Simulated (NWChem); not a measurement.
# CdHI; SMILES [CdH][I]

All runs: NWChem. The geometry was optimised at PBE0/def2-SVP. def2 effective core potentials on Cd, I; no spin-orbit coupling. Level PBE/def2-SVP: energy and gradient on several grids; changes count from the extra-fine grid, which is no exact limit either.

Task: Which is the coarsest grid (xfine; fine; xcoarse; coarse; medium) from which on the energy stays within 50 μHa and each gradient component within 100 μHa/bohr of xfine?

Result: fine.
| grid | size of the energy change (μHa) | largest change of a gradient component (μHa/bohr) |
|---|---|---|
| xcoarse | 1000 | 20000 |
| coarse | 100 | 1000 |
| medium | 20 | 300 |
| fine | < 10 | < 30 |
| xfine | < 10 | < 30 |
